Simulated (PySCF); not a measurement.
## Electron correlation in Sn (tin, neutral)

[Kr] 4d10 5s1 5p2 5d1, one real determinant (an excited configuration). All numbers are calculated (PySCF 2.14, the spin-free X2C one-electron Hamiltonian (Gaussian nucleus), in aug-cc-pwCVTZ-DK3). Frozen: [Ar] 3d10; 22 electrons correlated.

MP2 pair energies summed by pair of shells (mhartree):

```
 pair   energy  share (%)
4d-4d  -335.92       50.6
4p-4d  -135.21       20.4
4d-5p   -42.21        6.4
4p-4p   -42.12        6.3
4d-5s   -29.91        4.5
4s-4d   -29.51        4.4
4s-4p   -16.81        2.5
5p-5d    -5.04        0.8
4p-5p    -4.74        0.7
4p-5s    -4.33        0.7
5p-5p    -4.21        0.6
4d-5d    -3.78        0.6
4s-4s    -3.46        0.5
5s-5p    -3.19        0.5
5s-5d    -1.57        0.2
4s-5p    -0.61        0.1
4s-5s    -0.54        0.1
4p-5d    -0.24        0.0
4s-5d    -0.04        0.0
```

Total MP2 correlation energy: -663.46 mhartree.

Same-spin part -240.68 and opposite-spin part -422.78 mhartree; SCS-MP2 scales them by 1/3 and 6/5 to -587.56 mhartree.

The reference is one real determinant that mixes LS terms of this configuration.
